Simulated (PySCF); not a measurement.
**Atomic charges against the basis set**

CH6F2Ge2.
Cartesian coordinates in Å at the PBE0-D3(BJ)/def2-SVP level; atoms count from 1:
```xyz
11
CH6F2Ge2 angstrom
F      1.464   -0.631   -1.683
Ge     1.566   -0.578    0.064
C      0.070    0.574    0.607
F     -0.164    0.325    1.956
Ge    -1.583    0.234   -0.429
H      2.954   -0.011    0.402
H      1.353   -2.010    0.575
H      0.350    1.635    0.492
H     -1.432    0.819   -1.840
H     -2.745    0.913    0.314
H     -1.827   -1.282   -0.498
```

PBE0 throughout (PySCF), one geometry, spherical d and f functions. Geometry: PBE0-D3(BJ)/def2-SVP, one conformer, isolated molecule. The calculation is non-relativistic, for germanium too. The first 7 of 9 kinds of atom are listed.

Mulliken charges (e):

```csv
basis,functions,F1,Ge2,C3,F4,Ge5,H6,H7
STO-3G,57,-0.225,+0.534,-0.225,-0.122,+0.356,-0.084,-0.083
6-31G,93,-0.464,+0.825,-0.333,-0.327,+0.393,-0.072,-0.070
6-31G*,118,-0.419,+0.400,+0.038,-0.334,-0.062,+0.034,+0.032
cc-pVDZ,126,-0.384,+0.619,-0.098,-0.242,+0.228,-0.053,-0.052
def2-SVP,136,-0.408,+0.679,-0.104,-0.275,+0.288,-0.063,-0.067
def2-TZVP,225,-0.395,+0.464,-0.121,-0.214,+0.060,+0.008,+0.009
```

IAO charges (e):

```csv
basis,functions,F1,Ge2,C3,F4,Ge5,H6,H7
STO-3G,57,-0.358,+0.872,-0.476,-0.143,+0.629,-0.129,-0.134
6-31G,93,-0.515,+0.883,-0.337,-0.289,+0.414,-0.074,-0.073
6-31G*,118,-0.525,+0.909,-0.296,-0.302,+0.423,-0.083,-0.083
cc-pVDZ,126,-0.523,+0.926,-0.303,-0.303,+0.454,-0.091,-0.092
def2-SVP,136,-0.525,+0.935,-0.305,-0.305,+0.466,-0.093,-0.094
def2-TZVP,225,-0.542,+0.955,-0.310,-0.319,+0.472,-0.092,-0.093
```

Hirshfeld charges (e):

```tsv
basis	functions	F1	Ge2	C3	F4	Ge5	H6	H7
STO-3G	57	-0.170	+0.369	-0.057	-0.096	+0.257	-0.064	-0.064
6-31G	93	-0.270	+0.440	-0.099	-0.123	+0.290	-0.055	-0.052
6-31G*	118	-0.246	+0.392	-0.084	-0.108	+0.249	-0.049	-0.046
cc-pVDZ	126	-0.243	+0.419	-0.098	-0.104	+0.286	-0.058	-0.056
def2-SVP	136	-0.246	+0.422	-0.095	-0.111	+0.287	-0.058	-0.056
def2-TZVP	225	-0.253	+0.432	-0.105	-0.118	+0.291	-0.055	-0.053
```

ESP-fitted charges (e):

```
    basis  functions      F1     Ge2      C3      F4     Ge5      H6      H7
   STO-3G         57  -0.185  +0.408  -0.094  -0.123  +0.199  -0.074  -0.065
    6-31G         93  -0.392  +0.601  -0.031  -0.260  +0.228  -0.073  -0.060
   6-31G*        118  -0.283  +0.343  +0.030  -0.195  +0.042  -0.026  -0.012
  cc-pVDZ        126  -0.317  +0.486  -0.038  -0.194  +0.177  -0.063  -0.050
 def2-SVP        136  -0.322  +0.510  -0.055  -0.203  +0.204  -0.068  -0.055
def2-TZVP        225  -0.324  +0.496  -0.051  -0.203  +0.202  -0.064  -0.049
```

Q: Which scheme is steadiest as the basis changes?

A: Largest range over the bases for any column: Hirshfeld 0.10 e, IAO 0.22 e, ESP-fitted 0.26 e, Mulliken 0.45 e. Hirshfeld charges move least and Mulliken charges most, counted in e. Without the minimal STO-3G basis the ranges are Hirshfeld 0.05, IAO 0.07, ESP-fitted 0.26, Mulliken 0.45 e.

Q: How much do the charges still move between the two largest bases, def2-SVP and def2-TZVP?

A: At most, over all atoms: Mulliken 0.229 e, IAO 0.019 e, Hirshfeld 0.010 e, ESP-fitted 0.014 e.

Q: What do the same runs give for the total energy, the frontier levels and the dipole moment?

A: 
```json
{"basis": "STO-3G", "energy (Eh)": "-4343.5080", "HOMO (eV)": "-3.88", "LUMO (eV)": "5.81", "μ (D)": "0.27"}
{"basis": "6-31G", "energy (Eh)": "-4393.8737", "HOMO (eV)": "-8.22", "LUMO (eV)": "-0.38", "μ (D)": "1.10"}
{"basis": "6-31G*", "energy (Eh)": "-4394.0582", "HOMO (eV)": "-8.02", "LUMO (eV)": "-0.19", "μ (D)": "1.01"}
{"basis": "cc-pVDZ", "energy (Eh)": "-4394.5845", "HOMO (eV)": "-8.09", "LUMO (eV)": "-0.21", "μ (D)": "0.99"}
{"basis": "def2-SVP", "energy (Eh)": "-4393.9344", "HOMO (eV)": "-8.19", "LUMO (eV)": "-0.22", "μ (D)": "0.94"}
{"basis": "def2-TZVP", "energy (Eh)": "-4394.7509", "HOMO (eV)": "-8.25", "LUMO (eV)": "-0.44", "μ (D)": "0.95"}
```

The dipole is fixed by the density alone, so its range of 0.83 D shows that the density itself changes with the basis, not only its division among atoms.
